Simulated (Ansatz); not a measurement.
One geometry of the cluster Cd3⁻, several levels of theory.

```yaml
crystal:
  periodic: [false, false, false]
  atoms:
    - {symbol: Cd, position_ang: [-0.571397, 1.647929, -2.004865]}
    - {symbol: Cd, position_ang: [0.004214, -0.000767, -0.001966]}
    - {symbol: Cd, position_ang: [0.567184, -1.647162, 2.006831]}
basis:
  gaussian: {orbitals: def2-TZVPD, initial_orbitals: start.molden}
total_charge: -1
magnetization: {spin_polarized: true, initial_magnetization: 3}
hamiltonian: {xc: {name: LC-wPBE}}
scf: {omitted_lower_state_checks: [starts]}
output: {orbitals: {seedname: orbitals}}
```

The file start.molden holds the orbitals of an earlier run on this structure, at another level or in another basis.

```sh
$ ansatz run in.yaml --threads 4 --pin off --events-out ev --progress --plain --max-ram 3916MiB
```

It prints (some lines left out):

```
Functional definition: LC-wPBE
1107 factors; their error is unknown
241 factors; integrals over basis functions are off by at most 1.8e-4 eV
mean field evaluation 1: about -13695.6221 eV, gradient 3.5e0 eV
mean field evaluation 2: about -13695.7879 eV, gradient 1.9e-1 eV
mean field evaluation 4: about -13695.8041 eV, gradient 5.9e-3 eV
mean field evaluation 8: about -13696.0399 eV, gradient 2.9e-1 eV
mean field evaluation 16: about -13696.0633 eV, gradient 4.2e-5 eV
mean field -13696.06333072 eV, -503.3210438790 hartree, gradient 6.3e-6 eV, S^2 3.764725; 0 other end points of the search recorded, 0 dependent functions left out
reference -13696.06333073 eV, -503.3210438791 hartree; 32, 29 occupied and 88, 91 virtual orbitals, 1107 factors
Total energy: -13696.06333073 eV, -503.3210438791 hartree
Checks for a lower state left out: starts
```

It took 15 s on 4 threads of Arm Neoverse V1 on a shared host.

The first input with `hamiltonian: {xc: {name: LC-wPBE, parameters: {omega: 0.15/bohr}}}` (abridged; 7 s):

```
Functional definition: LC-wPBE
mean field -13696.09144641 eV, -503.3220771113 hartree, gradient 9.2e-6 eV, S^2 3.770818
Total energy: -13696.09144645 eV, -503.3220771127 hartree
Checks for a lower state left out: starts
```

As the first input, with `correlation: {method: ccsd_t}`, `scf: {omitted_lower_state_checks: [starts, cluster_reference]}` and without the key `hamiltonian` (abridged; 100 s):

```
Functional definition: HF
mean field evaluation 16: about -13621.5210 eV, gradient 2.0e-3 eV
mean field evaluation 32: about -13621.5210 eV, gradient 1.6e-8 eV
mean field -13621.52096566 eV, -500.5816624895 hartree, gradient 1.7e-6 eV, S^2 3.810290
second order -40.62224632 eV of doubles, -0.00000000 eV of singles
cycle   1  -37.68290484 eV  change     2.9e0 eV  update   1.4e-1
cycle   2  -38.61638411 eV  change   -9.3e-1 eV  update   4.9e-2
cycle   3  -38.74037394 eV  change   -1.2e-1 eV  update   3.2e-2
cycle   4  -38.67903500 eV  change    6.1e-2 eV  update   1.4e-2
cycle   5  -38.67783489 eV  change    1.2e-3 eV  update   1.0e-2
cycle   6  -38.68695120 eV  change   -9.1e-3 eV  update   8.9e-3
cycle   7  -38.68692315 eV  change    2.8e-5 eV  update   9.0e-3
cycle   8  -38.68628355 eV  change    6.4e-4 eV  update   9.0e-3
cycle   9  -38.67029109 eV  change    1.6e-2 eV  update   8.2e-3
cycle  10  -38.67187651 eV  change   -1.6e-3 eV  update   5.7e-3
cycle  11  -38.65962752 eV  change    1.2e-2 eV  update   4.6e-3
cycle  12  -38.65728875 eV  change    2.3e-3 eV  update   3.1e-3
cycle  13  -38.65991635 eV  change   -2.6e-3 eV  update   1.7e-3
cycle  14  -38.65980801 eV  change    1.1e-4 eV  update   1.4e-3
cycle  15  -38.65990215 eV  change   -9.4e-5 eV  update   2.6e-4
cycle  16  -38.66010038 eV  change   -2.0e-4 eV  update   1.0e-4
cycle  17  -38.66010624 eV  change   -5.9e-6 eV  update   4.1e-5
perturbative correction -0.82795039 eV, -0.0304266156 hartree
Total energy: -13661.00902229 eV, -502.0328218047 hartree
Checks for a lower state left out: starts, cluster_reference
```

The first input with `hamiltonian: {xc: {name: LC-wPBE, parameters: {omega: 0.2/bohr}}}` (abridged; 16 s):

```
Functional definition: LC-wPBE
mean field evaluation 16: about -13696.0671 eV, gradient 9.8e-6 eV
mean field -13696.06714649 eV, -503.3211841056 hartree, gradient 9.8e-6 eV, S^2 3.782238
Total energy: -13696.06714651 eV, -503.3211841064 hartree
Checks for a lower state left out: starts
```

First input, but with `hamiltonian: {xc: r2scan}` (abridged; 6 s):

```
Functional definition: r2SCAN
mean field -13700.24993522 eV, -503.4748987565 hartree, gradient 9.3e-6 eV, S^2 3.770239
Total energy: -13700.24995350 eV, -503.4748994282 hartree
Checks for a lower state left out: starts
```

The first input with `hamiltonian: {xc: {name: BLYP}}` (abridged; 1.9 s):

```
Functional definition: BLYP
mean field -13692.40233757 eV, -503.1865048619 hartree, gradient 8.7e-6 eV, S^2 3.751851
Total energy: -13692.40259416 eV, -503.1865142917 hartree
Checks for a lower state left out: starts
```

As the first input, with `hamiltonian: {xc: pbe}` (abridged; 2.2 s):

```
Functional definition: PBE
mean field -13695.98702714 eV, -503.3182397739 hartree, gradient 6.3e-6 eV, S^2 3.753771
Total energy: -13695.98706034 eV, -503.3182409939 hartree
Checks for a lower state left out: starts
```

Geometry: r2SCAN/def2-TZVPD.

In the def2 sets Cd takes a core potential; there is no spin–orbit coupling. LC-ωPBE has ω = 0.4 bohr⁻¹. Correlated methods freeze no core orbitals; core or outer-core shells of Cd are correlated, in sets that lack core-valence functions. At r2SCAN/def2-TZVPD, BLYP/def2-TZVPD, PBE/def2-TZVPD the highest occupied level of the charge -1 quartet lies above zero (up to 1.41 eV). It is a level of α spin, whose loss leaves a triplet; that state wasn't run at this geometry and level. The electron is either unbound and held by the finite basis, or the level is raised by self-interaction error. At PBE0/def2-TZVPD a doublet of charge -1 lies 1.81 eV below the quartet, each at its own geometry. The structure comes from a short search, and lower isomers may exist.
